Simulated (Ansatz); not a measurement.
**Molecular dynamics of C3H7ClOSi**

Input:

```yaml
crystal:
  periodic: [false, false, false]
  atoms:
    - { symbol: O, position_ang: [-2.25477, 1.243329, 0.542737] }
    - { symbol: C, position_ang: [-1.975783, -0.01914, 0.018679] }
    - { symbol: C, position_ang: [-0.809866, -0.444659, -0.478249] }
    - { symbol: Cl, position_ang: [-0.74801, -2.141693, -1.079101] }
    - { symbol: C, position_ang: [0.501081, 0.313089, -0.594933] }
    - { symbol: Si, position_ang: [1.840764, -0.312271, 0.56596] }
    - { symbol: H, position_ang: [-1.39643, 1.758981, 0.430809] }
    - { symbol: H, position_ang: [-2.848839, -0.676208, 0.054738] }
    - { symbol: H, position_ang: [0.315957, 1.3723, -0.398889] }
    - { symbol: H, position_ang: [0.853841, 0.247591, -1.62718] }
    - { symbol: H, position_ang: [2.170029, -1.668825, 0.255165] }
    - { symbol: H, position_ang: [1.372426, -0.220826, 1.915367] }
    - { symbol: H, position_ang: [2.999999, 0.513532, 0.409797] }
basis:
  gaussian: { orbitals: STO-3G }
hamiltonian:
  xc: { name: BHLYP }
  dispersion: d4
md:
  timestep: 0.5
  n_steps: 266
  ensemble: nvt_nose_hoover
  temperature: 400.0
  initial_velocities: maxwell_boltzmann
  seed: 460422
scf:
  lower_state_search: "off"
```

Launched with:

```bash
$ ansatz run input.yaml --threads 1 --pin off --max-ram 2048MiB --backend cpu --events-out ev --progress --plain --runs-dir out
```

It starts from a relaxed structure.

Output, in part (step lines, the closing report, with atoms numbered from 0):

```
md step     0: t =     0.00 fs  T =   400.0 K  F+E_penalty+E_count = -25375.30583724 eV  E_kin = 0.568744 eV  conserved = -25374.73709324 eV  (13 SCF iters)
[... lines left out ...]
Total energy: -25374.95363880 eV, -932.5123464645 hartree
Atom 0 at    -2.165789     1.200312     0.578806 Å, force     0.812539    -0.580162    -0.273730 eV/Å
Atom 1 at    -1.907820    -0.038630    -0.050706 Å, force    -4.072163     0.324760     0.665583 eV/Å
Atom 2 at    -0.757701    -0.508033    -0.495651 Å, force    -0.305921    -0.717093    -0.064163 eV/Å
Atom 3 at    -0.875892    -2.192774    -1.148785 Å, force     0.563854     0.295455    -0.069241 eV/Å
Atom 4 at     0.531805     0.263405    -0.563770 Å, force     0.183113    -1.694776    -0.208900 eV/Å
Atom 5 at     1.878101    -0.173616     0.641094 Å, force     0.847604    -0.282269    -0.443895 eV/Å
Atom 6 at    -1.238914     1.518525     0.819876 Å, force    -0.112026     0.333533     0.020425 eV/Å
Atom 7 at    -2.929337    -0.565136    -0.158270 Å, force     2.272297     0.504050     0.119240 eV/Å
Atom 8 at     0.288498     1.289629    -0.426028 Å, force    -0.212642     1.274581    -0.103954 eV/Å
Atom 9 at     0.882267     0.122158    -1.578784 Å, force     0.443671     0.312777    -0.334494 eV/Å
Atom 10 at     2.322292    -1.528123     0.569771 Å, force    -0.034729    -0.099030    -0.365021 eV/Å
Atom 11 at     1.422554    -0.023457     1.962333 Å, force    -0.233005     0.491344     0.675159 eV/Å
Atom 12 at     2.966949     0.708350     0.298525 Å, force    -0.152592    -0.163170     0.382992 eV/Å
Dipole moment:     0.319981     0.433134     0.179970 e Å
```

The steps, from the saved trajectory:

```json
{"time (fs)": "0.0", "T (K)": "400", "potential energy less start (eV)": "0.000", "conserved less start (meV/atom)": "0.00"}
{"time (fs)": "4.0", "T (K)": "266", "potential energy less start (eV)": "0.193", "conserved less start (meV/atom)": "0.15"}
{"time (fs)": "8.0", "T (K)": "186", "potential energy less start (eV)": "0.308", "conserved less start (meV/atom)": "0.21"}
{"time (fs)": "12.0", "T (K)": "201", "potential energy less start (eV)": "0.287", "conserved less start (meV/atom)": "0.21"}
{"time (fs)": "16.0", "T (K)": "171", "potential energy less start (eV)": "0.332", "conserved less start (meV/atom)": "0.23"}
{"time (fs)": "20.0", "T (K)": "162", "potential energy less start (eV)": "0.345", "conserved less start (meV/atom)": "0.18"}
{"time (fs)": "24.0", "T (K)": "217", "potential energy less start (eV)": "0.267", "conserved less start (meV/atom)": "0.02"}
{"time (fs)": "28.0", "T (K)": "195", "potential energy less start (eV)": "0.301", "conserved less start (meV/atom)": "0.07"}
{"time (fs)": "32.0", "T (K)": "170", "potential energy less start (eV)": "0.340", "conserved less start (meV/atom)": "0.17"}
{"time (fs)": "36.0", "T (K)": "164", "potential energy less start (eV)": "0.353", "conserved less start (meV/atom)": "0.17"}
{"time (fs)": "40.0", "T (K)": "117", "potential energy less start (eV)": "0.424", "conserved less start (meV/atom)": "0.25"}
{"time (fs)": "44.0", "T (K)": "174", "potential energy less start (eV)": "0.347", "conserved less start (meV/atom)": "0.22"}
{"time (fs)": "48.0", "T (K)": "227", "potential energy less start (eV)": "0.277", "conserved less start (meV/atom)": "0.13"}
{"time (fs)": "52.0", "T (K)": "252", "potential energy less start (eV)": "0.246", "conserved less start (meV/atom)": "0.07"}
{"time (fs)": "56.0", "T (K)": "262", "potential energy less start (eV)": "0.241", "conserved less start (meV/atom)": "0.10"}
{"time (fs)": "60.0", "T (K)": "239", "potential energy less start (eV)": "0.281", "conserved less start (meV/atom)": "0.15"}
{"time (fs)": "64.0", "T (K)": "190", "potential energy less start (eV)": "0.360", "conserved less start (meV/atom)": "0.23"}
{"time (fs)": "68.0", "T (K)": "214", "potential energy less start (eV)": "0.335", "conserved less start (meV/atom)": "0.25"}
{"time (fs)": "72.0", "T (K)": "279", "potential energy less start (eV)": "0.252", "conserved less start (meV/atom)": "0.18"}
{"time (fs)": "76.0", "T (K)": "251", "potential energy less start (eV)": "0.303", "conserved less start (meV/atom)": "0.20"}
{"time (fs)": "80.0", "T (K)": "250", "potential energy less start (eV)": "0.314", "conserved less start (meV/atom)": "0.12"}
{"time (fs)": "84.0", "T (K)": "257", "potential energy less start (eV)": "0.313", "conserved less start (meV/atom)": "0.09"}
{"time (fs)": "88.0", "T (K)": "224", "potential energy less start (eV)": "0.371", "conserved less start (meV/atom)": "0.19"}
{"time (fs)": "92.0", "T (K)": "169", "potential energy less start (eV)": "0.459", "conserved less start (meV/atom)": "0.24"}
{"time (fs)": "96.0", "T (K)": "218", "potential energy less start (eV)": "0.397", "conserved less start (meV/atom)": "0.22"}
{"time (fs)": "100.0", "T (K)": "259", "potential energy less start (eV)": "0.350", "conserved less start (meV/atom)": "0.25"}
{"time (fs)": "104.0", "T (K)": "246", "potential energy less start (eV)": "0.381", "conserved less start (meV/atom)": "0.24"}
{"time (fs)": "108.0", "T (K)": "255", "potential energy less start (eV)": "0.376", "conserved less start (meV/atom)": "0.13"}
{"time (fs)": "112.0", "T (K)": "314", "potential energy less start (eV)": "0.301", "conserved less start (meV/atom)": "0.11"}
{"time (fs)": "116.0", "T (K)": "305", "potential energy less start (eV)": "0.327", "conserved less start (meV/atom)": "0.20"}
{"time (fs)": "120.0", "T (K)": "298", "potential energy less start (eV)": "0.348", "conserved less start (meV/atom)": "0.23"}
{"time (fs)": "124.0", "T (K)": "302", "potential energy less start (eV)": "0.355", "conserved less start (meV/atom)": "0.31"}
{"time (fs)": "128.0", "T (K)": "310", "potential energy less start (eV)": "0.353", "conserved less start (meV/atom)": "0.29"}
{"time (fs)": "132.0", "T (K)": "355", "potential energy less start (eV)": "0.298", "conserved less start (meV/atom)": "0.20"}
```

All steps were run. The conserved energy stayed within 0.35 meV per atom of its start (net change 0.28 meV per atom), so the integration is sound. The mean temperature of the second half is 33 % below the set value. A run of 0.13 ps of so small a system gives no equilibrium averages. Limits of this set-up: minimal basis.

The same pairs are bonded in the first frame and the last. Pairs count as bonded within 1.25 times the sum of covalent radii (0.12 Å more for H–H).

Last frame:

```xyz
13
Properties=species:S:1:pos:R:3
O -2.166 1.200 0.579
C -1.908 -0.039 -0.051
C -0.758 -0.508 -0.496
Cl -0.876 -2.193 -1.149
C 0.532 0.263 -0.564
Si 1.878 -0.174 0.641
H -1.239 1.518 0.820
H -2.929 -0.565 -0.158
H 0.288 1.290 -0.426
H 0.882 0.122 -1.579
H 2.322 -1.528 0.570
H 1.423 -0.024 1.962
H 2.967 0.708 0.298
```

The run took 12 min on 1 thread of Arm Neoverse V1 (shared host), peak memory 0.11 GiB.
